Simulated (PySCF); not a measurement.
Cu2, SMILES [Cu][Cu], multiplicity 1.

Coordinates come from a r2SCAN-D4/def2-TZVP optimisation. The multiplicity is an assumed one; other spin states were not compared.

Method: r2SCAN-D4/def2-TZVP (PySCF 2.14.0).

Frequencies are harmonic and unscaled.

### Question
Give all harmonic wavenumbers and intensities. (The exact figures need the calculation; the answer reports its results.)

### Answer

```
mode  ν (cm⁻¹)  IR (km/mol)  moving atoms (share of kinetic energy)
----  --------  -----------  --------------------------------------
1          267          0.0                                Cu 100 %
```
